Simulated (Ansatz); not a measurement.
System: C7H15, net charge 0, doublet state. It need not be the lowest isomer of its formula. 
Coordinates optimised at B3LYP-D3(BJ)/def2-TZVP (Ansatz, an electronic-structure program):
```xyz
22

C      2.8699     0.7169     0.4908
C      1.4465     0.2612     0.8001
C      0.5803     0.1702    -0.4537
C     -0.9090    -0.1724    -0.2227
C     -1.5708     0.8981     0.5824
C     -1.0620    -1.5329     0.4734
C     -1.5965    -0.2502    -1.6074
H      2.8742     1.7075     0.0295
H      3.3618     0.0296    -0.2021
H      3.4786     0.7683     1.3955
H      0.9834     0.9527     1.5099
H      1.4806    -0.7108     1.2986
H      1.0065    -0.5766    -1.1325
H      0.6285     1.1268    -0.9861
H     -1.3388     1.9403     0.4023
H     -2.4082     0.6717     1.2292
H     -0.5591    -2.3178    -0.0961
H     -0.6421    -1.5192     1.4792
H     -2.1170    -1.8024     0.5568
H     -1.5042     0.6966    -2.1421
H     -1.1357    -1.0329    -2.2166
H     -2.6582    -0.4791    -1.5027
```
Charge 0, spin multiplicity 2.

Total electronic energies in hartree. Correlated levels leave the core frozen unless marked. UHF or UKS for open shells. No spin-orbit coupling. No relativistic terms. CBS(X,Y): correlation extrapolated as X^-3; Hartree-Fock from the larger set. [CCSD(T)-MP2]/basis is that difference in the basis named.

```csv
level,program,energy (Eh)
RI-HF/cc-pVTZ,Ansatz,-273.86240
BLYP/def2-TZVPD,Ansatz,-275.63756
revPBE/def2-TZVPD,Ansatz,-275.72287
r2SCAN-D4/def2-TZVPD,Ansatz + dftd4,-275.64914
B97M-V/def2-TZVPD,Ansatz,-275.82675
PBE0/STO-3G,Ansatz,-272.12836
PBE0-D3(BJ)/def2-TZVP,Ansatz + dftd3,-275.48877
r2SCANh-D4/def2-TZVPD,Ansatz + dftd4,-275.64203
B2PLYP-D4/def2-TZVPD,Ansatz + dftd4,-275.54759
MP2/6-31G,Ansatz,-274.28331
RI-MP2/cc-pVQZ,Ansatz,-275.16366
SCS-MP2/cc-pVTZ,Ansatz,-275.08196
CCSD(T)/6-31G,Ansatz,-274.38813
CCSD(T)/cc-pVDZ,Ansatz,-274.91033
"RI-MP2/CBS(cc-pVTZ,cc-pVQZ)+[CCSD(T)-MP2]/cc-pVTZ",Ansatz,-275.3487
```

Totals of different functionals don't rank their quality; only differences between species are comparable.
